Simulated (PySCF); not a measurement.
GaI2, SMILES [Ga]([I])[I], multiplicity 2.

Geometry optimised at PBE0-D3(BJ)/def2-SVP. The spin state was assumed, not searched. The isomer is the one that the SMILES or the coordinates give; other isomers of the formula were not compared. The def2 effective core potentials stand for the cores of I; spin–orbit coupling is left out.

All values below come from PBE/def2-TZVPD (PySCF).

Isolated molecule, no solvent.

```yaml
total_energy: -2520.04583 hartree
point_group: C2v
"α spin, highest occupied and lowest empty level": -5.58 and -2.91 eV
"β spin, highest occupied and lowest empty level": -6.63 and -4.80 eV
dipole_moment: 1.01 D
quadrupole, principal values (traceless, Buckingham form, about the centre of nuclear charge): -3.20, 1.03, 2.18 D·Å
mean_static_polarisability: 117.7 bohr³ (17.43 Å³)
polarisability_principal_values: 82.3, 99.1, 171.6 bohr³
"⟨S²⟩": 0.753 (pure state 0.75)
```
